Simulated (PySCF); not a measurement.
C$_{4}$F$_{5}$, charge +2, doublet, geometry from GFN2-xTB of the parent state (a state made from the parent by changing its charge; the spin is typed, not shown lowest); DF-HF/6-31G** (PySCF).

Input for PySCF:
```python
from pyscf import gto, scf

mol = gto.Mole()
mol.atom = '''
    F    -0.084173    2.249266    0.446934
    C     0.065248    1.024204    0.185780
    C     1.161509    0.211998   -0.158076
    F     2.409109    0.439709   -0.327868
    C     0.366191   -0.945458   -0.244497
    F     0.589073   -2.157112   -0.515649
    C    -0.933754   -0.170428    0.127079
    F    -1.498155   -0.506632    1.271355
    F    -1.855318   -0.105442   -0.814963
'''
mol.basis = '6-31g**'
mol.charge = 2
mol.spin = 1
mol.verbose = 5
mol.build()

mf = scf.UHF(mol)
mf = mf.density_fit(auxbasis='def2-universal-jkfit')
mf.kernel()
```

Q: Predict the main parts of the log of this PySCF run.

A: 
```
PySCF version 2.14.0

[INPUT] verbose = 5
[INPUT] max_memory = 4000
[INPUT] num. atoms = 9
[INPUT] num. electrons = 67
[INPUT] charge = 2
[INPUT] spin (= nelec alpha-beta = 2S) = 1
[INPUT] symmetry False subgroup None
[INPUT] Mole.unit = angstrom
[INPUT] Symbol           X                Y                Z      unit          X                Y                Z       unit  Magmom
[...]
[INPUT] ---------------- BASIS SET ----------------
[INPUT] l, kappa, [nprim/nctr], expnt,             c_1 c_2 ...
[INPUT] F
[...]
                                1051.36609        0.0139160796
                                239.28569         0.0684053245
                                67.3974453        0.23318576
                                21.5199573        0.471267439
                                7.4031013         0.356618546
[...]
                                4.80830834        -0.146451658
                                1.34406986        1.12868858
[...]
                                4.80830834        0.345912103
                                1.34406986        0.722469957
[...]
[INPUT] C
[...]
                                457.36951         0.0140373
                                103.94869         0.0688426
                                29.210155         0.2321844
                                9.286663          0.4679413
                                3.163927          0.362312
[...]
                                1.8812885         -0.1608542
                                0.5442493         1.1434564
[...]
                                1.8812885         0.316424
                                0.5442493         0.7443083
[...]
nuclear repulsion = 469.59776132446
number of shells = 54
number of NR pGTOs = 243
number of NR cGTOs = 126
basis = 6-31g**
ecp = {}

******** <class 'pyscf.df.df_jk.DFUHF'> ********
method = DFUHF
initial guess = minao
damping factor = 0
level_shift factor = 0
DIIS = <class 'pyscf.scf.diis.CDIIS'>
diis_start_cycle = 1
diis_space = 8
diis_damp = 0
SCF conv_tol = 1e-09
SCF conv_tol_grad = None
SCF max_cycles = 50
direct_scf = False
number electrons alpha = 34  beta = 33
Set gradient conv threshold to 3.16228e-05
******** <class 'pyscf.df.df.DF'> ********
auxbasis = def2-universal-jkfit
num shells = 225, num cGTOs = 685
size of aux basis 685
int3c2e [1/1], AO [0:54], nrow = 8001
E1 = -1832.9543659599385  E2 = 712.4532442286236  Ecoul = 783.9210865974052  Exc = -71.46784236878159
init E= -650.903360406855
[...]
   2.95005299   2.96968616   2.98525727   2.9961111    3.13541697
   3.2193505 ]
  beta  mo_energy =
[-2.68962173e+01 -2.68962043e+01 -2.68563430e+01 -2.68563093e+01
 -2.68232949e+01 -1.20232952e+01 -1.19937536e+01 -1.19936767e+01
 -1.19209503e+01 -2.21266972e+00 -2.20969579e+00 -2.19090747e+00
 -2.14281913e+00 -2.11834319e+00 -1.77166518e+00 -1.45485296e+00
 -1.44850417e+00 -1.35885061e+00 -1.33400170e+00 -1.29972235e+00
 -1.28505705e+00 -1.26104589e+00 -1.25555280e+00 -1.24129517e+00
 -1.23360277e+00 -1.20336778e+00 -1.18350723e+00 -1.16696532e+00
 -1.14251226e+00 -1.09330213e+00 -1.08653189e+00 -1.08495116e+00
 -9.36440051e-01 -6.77504990e-01 -4.76702032e-01 -3.26614587e-01
 -2.57368532e-01 -1.43909471e-01 -1.38932240e-01 -9.54389313e-02
 -6.11145081e-02 -3.46301849e-02 -2.12963129e-02  9.02156849e-02
  1.76800515e-01  2.10492741e-01  2.27802767e-01  2.32137926e-01
  2.37085039e-01  2.66733293e-01  2.88982986e-01  3.08116144e-01
  3.28883345e-01  4.09927222e-01  4.57802874e-01  4.63401325e-01
  5.09245996e-01  6.03551368e-01  6.73061308e-01  7.07629815e-01
  8.89488974e-01  9.23798833e-01  9.36646094e-01  9.71474621e-01
  1.00612755e+00  1.01306383e+00  1.04216110e+00  1.06013890e+00
  1.13533357e+00  1.14061700e+00  1.15604409e+00  1.15681505e+00
  1.19130758e+00  1.19631006e+00  1.20174430e+00  1.21579785e+00
  1.25860473e+00  1.28024500e+00  1.28405635e+00  1.37181218e+00
  1.39041340e+00  1.39124194e+00  1.39924409e+00  1.41668054e+00
  1.46567906e+00  1.53931266e+00  1.54166907e+00  1.55016827e+00
  1.59388531e+00  1.59594450e+00  1.67423890e+00  1.68671445e+00
  1.69289796e+00  1.71837204e+00  1.73873683e+00  1.76501763e+00
  1.77481900e+00  1.79622058e+00  1.87892460e+00  1.92417709e+00
  1.92982334e+00  1.93051496e+00  2.00410595e+00  2.00487480e+00
  2.01086113e+00  2.09251787e+00  2.10648399e+00  2.11107484e+00
  2.21151156e+00  2.22309773e+00  2.30344270e+00  2.32854086e+00
  2.33466826e+00  2.37160096e+00  2.49891977e+00  2.49892059e+00
  2.57075277e+00  2.68917421e+00  2.73565417e+00  2.78973850e+00
  2.95472880e+00  2.97357437e+00  2.99000548e+00  2.99864145e+00
  3.14522586e+00  3.22178267e+00]
multiplicity <S^2> = 0.77181447  2S+1 = 2.0216968
E1 = -1798.4929098310743  E2 = 681.3850701347078  Ecoul = 751.5853471679379  Exc = -70.20027703323012
Extra cycle  E= -647.510078371907  delta_E= -3.08e-10  |g|= 9.11e-06  |ddm|= 2.09e-05
converged SCF energy = -647.510078371907  <S^2> = 0.77181447  2S+1 = 2.0216968
```
